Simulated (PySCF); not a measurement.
## How methods differ on the excitation energy of N

N [He] 2s2 2p3 (4S) → N [He] 2s1 2p4 (4P), as a difference of total energies. Computed with PySCF 2.14 in ANO-RCC-VTZP, with the spin-free X2C one-electron Hamiltonian (Gaussian nucleus). Correlated levels: valence: 1s2 frozen; valence and next inner shell: nothing frozen. The calculations carry no spin-orbit coupling.

| method | excitation energy (eV) | error (eV) |
| --- | --- | --- |
| UHF | 10.945 | +0.018 |
| LDA | 10.598 | -0.329 |
| PBE | 10.421 | -0.506 |
| PBE0 | 10.663 | -0.264 |
| r2SCAN | 10.355 | -0.572 |
| TPSSh | 10.717 | -0.210 |
| PW91 | 10.440 | -0.487 |
| HSE06 | 10.647 | -0.280 |
| PBEsol | 10.444 | -0.483 |
| MP2 (valence) | 11.053 | +0.126 |
| SCS-MP2 (valence) | 11.063 | +0.136 |
| MP2 (valence and next inner shell) | 11.038 | +0.111 |
| SCS-MP2 (valence and next inner shell) | 11.055 | +0.128 |

Reference: 10.927 eV (measured; NIST levels, between the centres of gravity of the two terms).

Errors of the correlated levels include the incompleteness of this basis and the frozen core.
